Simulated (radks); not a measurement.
Values are calculated unless marked as measured or tabulated.
Problem. Ionisation of Ru3+, [Kr] 4d5, to Ru4+, [Kr] 4d4, under several functionals. Dirac Kohn-Sham, spin-unpolarised, spherical densities, finite nucleus; open shells fill j = l - 1/2 first; a radial shooting solver on a logarithmic mesh with Libxc functionals. Known Delta-SCF values: OLYP 44.358 eV; B86b exchange with PBE correlation 44.260 eV. What does LDA (Slater exchange, Perdew-Wang correlation) give, and what is its highest occupied eigenvalue?

Solution. 44.439 eV by Delta-SCF; the 4d5/2 eigenvalue is -37.307 eV. NIST: 45 eV (theoretical).

Beside tabulated values, note that spin-unpolarised runs miss the spin-polarisation part of the exchange energy of open shells.
